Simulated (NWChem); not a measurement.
System: ZrOCl2; SMILES [O]=[Zr]([Cl])[Cl]

Input file for NWChem:

```
start job
memory heap 200 mb stack 900 mb global 1100 mb
geometry units angstroms
  Zr    -0.241823     0.001717     0.000000
  O     -1.757654    -0.820268     0.000000
  Cl     0.867202    -0.060034    -2.104253
  Cl     0.867202    -0.060034     2.104253
end
basis spherical
  Zr library def2-svp
  O library def2-svp
  Cl library def2-svp
end
ecp
  Zr library def2-ecp
end
dft
  xc slater vwn_5
  iterations 150
end
driver
  maxiter 120
end
task dft optimize
dft
  grid fine
  convergence energy 1d-8 density 1d-7
end
task dft freq numerical
```

def2 effective core potentials on Zr; no spin-orbit coupling.

The level has its own optimisation; frequencies are unscaled.

Task: Give the results of this calculation. (LDA (Slater exchange, VWN5)/def2-SVP with def2 effective core potentials on Zr.) Quantities: r O–Zr (Å); r Cl–Zr (Å); highest harmonic frequency (cm⁻¹); lowest (cm⁻¹); zero-point energy (kcal/mol).

Result: 
```
Quantity                           Value
---------------------------------  -----
r O–Zr (Å)                         1.735
r Cl–Zr (Å)                        2.347
highest harmonic frequency (cm⁻¹)    972
lowest (cm⁻¹)                         73
zero-point energy (kcal/mol)         3.1
```
